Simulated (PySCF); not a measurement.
# State search for RbCl

Unrestricted PBE0; Rb x2c-TZVPall, Cl x2c-TZVPall; spin-free X2C with a Gaussian nucleus (PySCF 2.14). Outer shells of the fragments: Rb 5s1; Cl 3s2 3p5.

Followed along the bond (rough minima from three points):

| 2Ms+1 | unpaired | ⟨S²⟩ at the start | R at minimum (Å) | Te (eV) |
| --- | --- | --- | --- | --- |
| 1 | none | 0.00 | 2.78 | 0.00 |
| 3 | σ ↑, π ↑ | 2.00 | none in the scan | ≤ 4.33 |

Solutions found at the starting distance of 3.030 Å, counted from the lowest of them; the search is not exhaustive and high or unbound solutions are not listed, so other states can lie among these:

```
2Ms+1  unpaired   term  E (eV)  ⟨S²⟩  ⟨Lz²⟩   μ (D)
    1      none    ¹Σ⁺    0.00  0.00   0.00  -11.51
    3  σ ↑, π ↑     ³Π    4.31  2.00   1.01    1.80
    1  σ ↑, π ↓  mixed    4.33  1.00   1.01    2.01
    3      σ ↑↑    ³Σ⁺    4.45  2.00   0.00    2.00
    3      π ↑↑  mixed    5.49  2.00   2.01    0.83
    3      π ↑↑  mixed    5.54  2.00   2.01    1.79
    3  σ ↑, π ↑     ³Π    5.71  2.00   1.00    2.00
    3  π ↑, δ ↑  mixed    6.19  2.00   5.01    0.73
```

A term symbol is given only where ⟨S²⟩ and ⟨Lz²⟩ are close to those of a pure state; real π, δ and φ orbitals otherwise mix terms. A positive dipole means Rb(−)Cl(+).

Counting both spins, an empty level lies below a filled one in some of these solutions, because spin and occupation are held.
